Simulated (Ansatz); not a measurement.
BBrClH₃Si, SMILES `B[SiH](Cl)Br`, 7 atoms. Total charge 0; spin multiplicity 1. Correlated methods include outer-core shells of Br, which these sets cover unevenly. Scalar relativity is left out up to krypton. All runs use 2 threads of an Arm Neoverse V2 on a shared host. Correlated methods freeze the cores.

Q: How many basis functions does each run have, and how long does it take in Ansatz? RKS PBE0-D4/def2-TZVP frequencies; RKS PBE0-D4/def2-TZVP relaxation (8 steps); RKS PBE-QIDH (frozen core)/def2-TZVPP energy; RHF-MP2/def2-QZVPP energy; RKS ωB97M-V/def2-QZVPP energy; RKS ωB97M-V/def2-SVP energy; RKS PBE0-D4/def2-SVP energy; RHF-CCSD(T)/def2-SVP energy; direct RPA on PBE orbitals/def2-TZVPP energy; RHF-CCSD(T)/def2-TZVPP energy; RKS r2SCANh-D4/def2-TZVPP energy; RKS HSE06 (plane-wave form)-D4/def2-TZVPP energy. (An estimate is asked.)

A: Computed: Other jobs shared the machine, so times are rough.

| level | job | functions | wall time | peak host memory (GiB) |
| --- | --- | --- | --- | --- |
| RKS PBE0-D4/def2-SVP | energy | 97 | 1.6 s | 0.2 |
| RHF-CCSD(T)/def2-SVP | energy | 97 | 4.3 s | 0.32 |
| RKS HSE06 (plane-wave form)-D4/def2-TZVPP | energy | 205 | 4.5 s | 0.64 |
| direct RPA on PBE orbitals/def2-TZVPP | energy | 205 | 5.5 s | 0.4 |
| RKS PBE-QIDH (frozen core)/def2-TZVPP | energy | 205 | 7 s | 0.48 |
| RKS r2SCANh-D4/def2-TZVPP | energy | 205 | 7 s | 0.62 |
| RKS ωB97M-V/def2-SVP | energy | 97 | 7 s | 0.29 |
| RHF-MP2/def2-QZVPP | energy | 376 | 21 s | 1.7 |
| RKS ωB97M-V/def2-QZVPP | energy | 376 | 26 s | 1.5 |
| RKS PBE0-D4/def2-TZVP | relaxation (8 steps) | 171 | 40 s | 0.47 |
| RHF-CCSD(T)/def2-TZVPP | energy | 205 | 100 s | 2.5 |
| RKS PBE0-D4/def2-TZVP | frequencies | 171 | 2.4 min | 0.47 |
